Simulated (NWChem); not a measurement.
Program: NWChem. System: C3H5O2, charge 1, spin multiplicity 1, at the geometry of a parent with another charge or spin, in a state set for the comparison that need not be this species' ground state. Level: PBE/def2-TZVP.

Input file:

```
start mol
memory heap 200 mb stack 900 mb global 1100 mb
charge 1
geometry units angstroms nocenter noautoz noautosym
  C      1.861909     0.369310    -0.033213
  O      0.578447     0.670606     0.277843
  C     -0.400302    -0.212004    -0.062513
  C     -1.742619     0.311022     0.344299
  O     -0.174112    -1.252050    -0.613854
  H      2.075563    -0.599572    -0.481803
  H      2.591795     1.085035     0.335885
  H     -1.948424     1.258131    -0.176449
  H     -2.512784    -0.427184     0.096055
  H     -1.754757     0.525180     1.422964
end
basis spherical
  * library def2-tzvp
end
dft
  xc xpbe96 cpbe96
  semidirect memsize 60000000 filesize 0
  iterations 100
end
task dft energy
```

NWChem printed:

```
             Northwest Computational Chemistry Package (NWChem) 7.3.0
             --------------------------------------------------------

                                NWChem Input Module
                                -------------------

 Scaling coordinates for geometry "geometry" by  1.889725989
 (inverse scale =  0.529177249)

                             Geometry "geometry" -> ""
                             -------------------------

 Output coordinates in angstroms (scale by  1.889725989 to convert to a.u.)

  No.       Tag          Charge          X              Y              Z
 ---- ---------------- ---------- -------------- -------------- --------------
    1 C                    6.0000     1.86190900     0.36931000    -0.03321300
    2 O                    8.0000     0.57844700     0.67060600     0.27784300
    3 C                    6.0000    -0.40030200    -0.21200400    -0.06251300
    4 C                    6.0000    -1.74261900     0.31102200     0.34429900
    5 O                    8.0000    -0.17411200    -1.25205000    -0.61385400
    6 H                    1.0000     2.07556300    -0.59957200    -0.48180300
    7 H                    1.0000     2.59179500     1.08503500     0.33588500
    8 H                    1.0000    -1.94842400     1.25813100    -0.17644900
    9 H                    1.0000    -2.51278400    -0.42718400     0.09605500
   10 H                    1.0000    -1.75475700     0.52518000     1.42296400

 Effective nuclear repulsion energy (a.u.)     173.4254432455

            Nuclear Dipole moment (a.u.)
            ----------------------------
        X                 Y               Z
 ---------------- ---------------- ----------------
     0.0000018897     0.0000113384     0.0000037795


 Summary of "ao basis" -> "" (spherical)
 ------------------------------------------------------------------------------
       Tag                 Description            Shells   Functions and Types
 ---------------- ------------------------------  ------  ---------------------
 *                         def2-tzvp                  on all atoms
[...]
 Vector   19  Occ=2.000000D+00  E=-4.662098D-01
              MO Center= -3.1D-01, -8.1D-01, -3.7D-01, r^2= 1.8D+00
   Bfn.  Coefficient  Atom+Function         Bfn.  Coefficient  Atom+Function
  ----- ------------  ---------------      ----- ------------  ---------------
   130      0.426768   5 O  px              133      0.345626   5 O  px
   136      0.230831   5 O  px               38      0.126748   2 O  py
    66      0.122533   3 C  s                41      0.112244   2 O  py
   100     -0.112510   4 C  py               36     -0.096684   2 O  s
    99      0.092235   4 C  px              103     -0.077455   4 C  py

 Vector   20  Occ=0.000000D+00  E=-4.324451D-01
              MO Center=  1.5D+00,  3.4D-01, -4.1D-02, r^2= 1.8D+00
   Bfn.  Coefficient  Atom+Function         Bfn.  Coefficient  Atom+Function
  ----- ------------  ---------------      ----- ------------  ---------------
     8      0.381995   1 C  pz               11      0.372589   1 C  pz
    14      0.224498   1 C  pz               39     -0.219044   2 O  pz
     7     -0.195188   1 C  py               10     -0.191365   1 C  py
    42     -0.185073   2 O  pz               45     -0.155537   2 O  pz
    13     -0.110439   1 C  py               38      0.110119   2 O  py

 Vector   21  Occ=0.000000D+00  E=-2.573378D-01
              MO Center= -3.5D-01, -3.0D-01, -1.2D-01, r^2= 2.0D+00
   Bfn.  Coefficient  Atom+Function         Bfn.  Coefficient  Atom+Function
  ----- ------------  ---------------      ----- ------------  ---------------
    73      0.390707   3 C  pz               70      0.365027   3 C  pz
    76      0.288457   3 C  pz              132     -0.271991   5 O  pz
   138     -0.269297   5 O  pz              135     -0.228732   5 O  pz
    72     -0.196711   3 C  py               69     -0.184621   3 C  py
   170      0.182587   8 H  s               182     -0.173687  10 H  s

 Vector   22  Occ=0.000000D+00  E=-1.736426D-01
              MO Center=  1.3D+00,  3.3D-01,  3.2D-02, r^2= 4.5D+00
   Bfn.  Coefficient  Atom+Function         Bfn.  Coefficient  Atom+Function
  ----- ------------  ---------------      ----- ------------  ---------------
     5      1.329647   1 C  s                98     -1.289590   4 C  s
    36     -1.145345   2 O  s                12     -0.726833   1 C  px
    67      0.717920   3 C  s                 4      0.524529   1 C  s
   164     -0.457669   7 H  s               176      0.437943   9 H  s
   158     -0.428796   6 H  s               170      0.363423   8 H  s

 center of mass
 --------------
 x =   0.03970560 y =  -0.04720393 z =  -0.03067838

 moments of inertia (a.u.)
 ------------------
         179.691466526927         -41.989241372851          20.998623627677
         -41.989241372851         433.267654678407         -63.162406271491
          20.998623627677         -63.162406271491         533.293743808686

     Multipole analysis of the density
     ---------------------------------

     L   x y z        total         alpha         beta         nuclear
     -   - - -        -----         -----         ----         -------
     0   0 0 0      1.000000    -19.000000    -19.000000     39.000000

     1   1 0 0      1.601618      0.800808      0.800808      0.000002
     1   0 1 0      1.005359      0.502674      0.502674      0.000011
     1   0 0 1      0.343959      0.171978      0.171978      0.000004

     2   2 0 0     -4.405108   -122.040881   -122.040881    239.676655
     2   1 1 0      1.213163     -9.211071     -9.211071     19.635304
     2   1 0 1     -0.858134      7.077314      7.077314    -15.012761
     2   0 2 0    -20.077327    -48.222511    -48.222511     76.367695
     2   0 1 1     -0.561064    -17.109581    -17.109581     33.658097
     2   0 0 2    -19.407159    -21.815852    -21.815852     24.224546

 Task  times  cpu:       69.9s     wall:       69.9s

 Total times  cpu:       69.9s     wall:       69.9s
```
